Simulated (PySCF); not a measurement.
## Magnetic susceptibility: [Cu(N(SiH3)2)2]-, [CuH12N2Si4]-, charge -1

Cartesian coordinates in Å; atom numbers follow the order of the lines, from 1:
```xyz
19

Cu   -0.0026   -0.0032    0.0000
N    -0.0092   -0.0106    1.9069
Si   -1.4718    0.2071    2.7559
Si    1.4499   -0.2307    2.7614
H    -1.8076   -0.9249    3.6571
H    -2.6086    0.3734    1.8352
H    -1.4661    1.3895    3.6546
H     1.7908    0.9045    3.6563
H     2.5879   -0.4099    1.8442
H     1.4349   -1.4074    3.6674
N     0.0065    0.0063   -1.9071
Si    0.0426    1.4887   -2.7488
Si   -0.0205   -1.4650   -2.7685
H     1.2255    1.6386   -3.6345
H     0.0530    2.6326   -1.8219
H    -1.1129    1.6811   -3.6614
H    -1.1995   -1.6082   -3.6605
H    -0.0316   -2.6209   -1.8569
H     1.1392   -1.6409   -3.6795
```

Total charge -1.

Computed, not measured: GIAO OLYP/def2-SVP (def2-TZVP on Cu) magnetisability, rotational g tensor and spin-rotation constants, non-relativistic, gas phase in PySCF. Geometry: GFN2-xTB.

For an ion the centre-of-mass motion in the field is neglected.

Problem. What are the magnetisability and the molar susceptibility?

Solution. Isotropic -1653 × 10⁻³⁰ J/T², or -99.5 × 10⁻⁶ cm³/mol; principal values -1730, -1635, -1595 × 10⁻³⁰ J/T², anisotropy 120 × 10⁻³⁰ J/T² (root of half the summed squared differences of the principal values). The susceptibility is in cgs units.

Problem. Split it along the inertial axes a, b, c into diamagnetic and paramagnetic parts about the centre of mass, with the quadrupole moment.

Solution. 
```
axis  χ (10⁻⁶ cm³/mol)  diamagnetic (10⁻⁶ cm³/mol)  paramagnetic (10⁻⁶ cm³/mol)  summed x² of all electrons (Å²)  quadrupole Θ (D Å)
   a            -104.2                      -945.2                        841.1                            624.9              -33.34
   b             -98.5                     -3080.3                       2981.8                            121.7              +15.99
   c             -96.0                     -3167.4                       3071.4                            101.1              +17.35
```
Anisotropies 2χaa − χbb − χcc = -13.8 and 2χbb − χaa − χcc = +3.3 × 10⁻⁶ cm³/mol. Θ is traceless in Buckingham's convention.

Problem. And the rotational g tensor?

Solution. 
| axis | rotational constant (GHz) | g | nuclear part | electronic part |
| --- | --- | --- | --- | --- |
| a | 1.6580 | -0.0526 | 0.6026 | -0.6552 |
| b | 0.4178 | -0.0201 | 0.5652 | -0.5853 |
| c | 0.4058 | -0.0201 | 0.5654 | -0.5855 |

Asymmetric top; isotopes 63Cu, 1H, 14N, 28Si; no vibrational averaging.
